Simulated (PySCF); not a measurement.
# Hartree-Fock beside MP2: AlB2ClH3 cation

These are calculations, not measurements. The program is PySCF 2.14.0, an open-source quantum chemistry code, run on an isolated molecule that a program drew, which may never have been made. The molecule is AlB2ClH3 cation (charge +1, singlet), drawn as the SMILES string `B[BH][Al+][Cl]`.

The geometry was optimised and harmonic frequencies were computed with HF and MP2, all in the cc-pV(D+d)Z basis, for the commonest isotopes, with a restricted reference for singlets and an unrestricted one otherwise, and a frozen core in MP2. Each result is a local minimum of its method.

Geometry at the HF minimum:
```xyz
7
AlB2ClH3 cation, angstrom
B     1.3335   -0.3359   -0.4737
B     0.3394    1.0073   -0.3215
Al   -0.7239    1.3720    1.5406
Cl   -1.7126    1.7096    3.2767
H     0.8806   -1.3720   -0.8645
H     2.4869   -0.2631   -0.1646
H     0.1043    1.8557   -1.1269
```

Lengths of the bonds as drawn, in Å (atoms numbered as above):
```
bond,HF,MP2
B1-B2,1.678,1.664
B2-Al3,2.175,2.155
Al3-Cl4,2.026,2.032
B1-H5,1.196,1.205
B1-H6,1.196,1.205
B2-H7,1.193,1.203
```

Rotational constants, in GHz:
```
constant     HF    MP2
       A  26.65   25.1
       B  1.495  1.531
       C  1.433  1.461
```

Harmonic frequencies in cm^-1, each column in rising order, so a row needn't be the same motion in every method:
| rank | HF | MP2 |
|---|---|---|
| 1 | 81 | 74 |
| 2 | 120 | 114 |
| 3 | 204 | 179 |
| 4 | 313 | ? |
| 5 | 382 | 392 |
| 6 | 452 | 422 |
| 7 | 685 | 679 |
| 8 | 783 | 737 |
| 9 | 839 | 801 |
| 10 | 952 | 938 |
| 11 | 1028 | 974 |
| 12 | 1234 | 1153 |
| 13 | 2699 | 2632 |
| 14 | 2777 | 2707 |
| 15 | 2791 | 2728 |

**Estimate the missing MP2 frequency from the HF column.**

A single factor s that minimises the squared misfit of MP2 against s times HF over the other rows is sum(HF x MP2) / sum(HF^2) = 0.9716, with an rms misfit of 20 cm^-1. For rank 4 it gives 0.9716 x 313 = 304 cm^-1. The calculation gives 293 cm^-1, 11 cm^-1 below the estimate. The drawn bonds are on average 0.1 % longer in MP2 than in HF.
